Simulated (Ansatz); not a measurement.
`C[C@@H]1N[Si@@H]1F`. Charge 0, multiplicity 1.

Cartesian coordinates in Å:
```
C -0.253 -1.049 1.070
C 0.367 0.118 0.349
N -0.606 1.142 -0.192
Si 0.302 0.468 -1.438
F -0.460 -0.443 -2.495
H -0.646 -0.743 2.045
H -1.078 -1.474 0.495
H 0.489 -1.834 1.236
H 1.220 0.546 0.882
H -0.669 2.055 0.228
H 1.334 1.215 -2.180
```

Question: Give the diagnostics of a CCSD(T)/def2-TZVPP run (frozen core, Ansatz 0.2.0). (An estimate is asked.)

Answer: The calculation gave: T1 = 0.0117, largest single amplitude 0.013, largest double 0.017, (T) share of the correlation energy 3.7 %, 9 CCSD cycles. The RHF solution is stable towards an unrestricted one. T1 lies under the customary mark of 0.02 for closed shells.
